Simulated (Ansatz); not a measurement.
System: SiNH2Cl, charge 0, singlet. SiNH2Cl (SMILES N[Si]Cl).
B3LYP-D3(BJ)/def2-TZVP minimum from Ansatz (a quantum-chemistry and plane-wave program):
```xyz
5

Si    -0.5177    -0.2914     0.7217
Cl     0.7140     1.0970    -0.3093
N     -0.5389    -1.5263    -0.4558
H     -0.0682    -1.5024    -1.3499
H     -1.0504    -2.3840    -0.3051
```
Charge 0, spin multiplicity 1.

Atomisation energy term by term, kcal/mol (programs: Ansatz). Radicals and triplets start from unrestricted determinants; spin-orbit coupling is neglected. Cores are frozen in correlated methods. Rows without X2C or -DK are non-relativistic. CBS(X,Y): correlation extrapolated as X^-3, Hartree-Fock from the larger set (Q,5: extrapolated as (X+1)exp(-9√X)). A bracket is a step between two methods taken in the basis named. '+ core + X2C': CCSD(T) terms for core correlation (cc-pwCVTZ, 1s frozen past Ne) and scalar relativity (cc-pVTZ-DK). For partners of very few electrons the exact lower level stands in for a higher one.

```tsv
term	basis	kcal/mol
Hartree-Fock	CBS(cc-pV(Q+d)Z,cc-pV(5+d)Z)	266.78
CCSD correlation	CBS(cc-pV(Q+d)Z,cc-pV(5+d)Z)	119.20
(T)	CBS(cc-pV(Q+d)Z,cc-pV(5+d)Z)	9.32
CCSDT(Q) - CCSD(T)	cc-pV(T+d)Z	0.13
core correlation	cc-pwCVTZ	1.14
scalar relativity	X2C, cc-pVTZ-DK	-0.68
sum: De		395.9
```

The step beyond CCSD(T) by other levels: CCSDT(Q) in cc-pV(D+d)Z 0.64 kcal/mol.
